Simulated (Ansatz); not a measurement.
CH₃F₃OSi, SMILES C([Si](F)(F)O)F.

Coordinates come from a PBE-D3(BJ)/def2-SVP optimisation. This is a generated structure with no PubChem entry under its InChIKey; it may be hypothetical. The values are those of a single conformer.

Two levels are set side by side: PBE/def2-SVPD (Ansatz, a program for electronic structure) and CAM-B3LYP/def2-SVPD (Ansatz). Energy differences of separate SCF runs at the same geometry; the states with an electron removed or added have multiplicity 2 and 2. Differences are taken from unrounded values.

```tsv
quantity	CAM-B3LYP	PBE	PBE minus CAM-B3LYP
vertical ionisation energy (eV)	12.40	11.50	-0.90
vertical singlet–triplet gap (eV)	7.50	6.70	-0.81
```
